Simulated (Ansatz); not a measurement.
`C#CC1[SiH2]S1`, 9 atoms. Charge 0, multiplicity 1. All runs use 2 threads of an Intel Xeon on a shared host. Correlated methods freeze the cores.

(1) How many basis functions does each run have, and how long does it take in Ansatz? RHF-CCSD(T)/def2-TZVPP energy; RKS revPBE-D4/def2-TZVPP energy; RKS PBE0-D4/def2-TZVP frequencies; RKS r2SCANh-D4/def2-TZVPP energy; RKS BHLYP-D4/def2-TZVPP energy; RKS PBE0-D4/def2-TZVP relaxation (10 steps); RKS ωB97M-V/def2-QZVPP energy; RHF-CCSD(T)/def2-SVP energy; RHF-MP2/def2-QZVPP energy; RKS PBE0-D4/def2-TZVPP energy; RKS ωB97M-V/def2-SVP energy; RKS PBE0-D4/def2-SVP energy. (An estimate is asked.)

Answers

(1) The calculation gave: Other jobs shared the machine, so times are rough.

| level | job | functions | wall time | peak host memory (GiB) |
| --- | --- | --- | --- | --- |
| RKS PBE0-D4/def2-SVP | energy | 98 | 1.5 s | 0.45 |
| RKS revPBE-D4/def2-TZVPP | energy | 233 | 2.7 s | 0.31 |
| RKS PBE0-D4/def2-TZVPP | energy | 233 | 4 s | 0.58 |
| RHF-CCSD(T)/def2-SVP | energy | 98 | 4.1 s | 0.45 |
| RKS BHLYP-D4/def2-TZVPP | energy | 233 | 4.2 s | 0.6 |
| RKS ωB97M-V/def2-SVP | energy | 98 | 5.5 s | 0.45 |
| RKS r2SCANh-D4/def2-TZVPP | energy | 233 | 6.5 s | 0.59 |
| RKS ωB97M-V/def2-QZVPP | energy | 431 | 24 s | 1.6 |
| RHF-MP2/def2-QZVPP | energy | 431 | 26 s | 2.3 |
| RKS PBE0-D4/def2-TZVP | relaxation (10 steps) | 191 | 50 s | 0.52 |
| RHF-CCSD(T)/def2-TZVPP | energy | 233 | 95 s | 3.8 |
| RKS PBE0-D4/def2-TZVP | frequencies | 191 | 3.2 min | 0.53 |
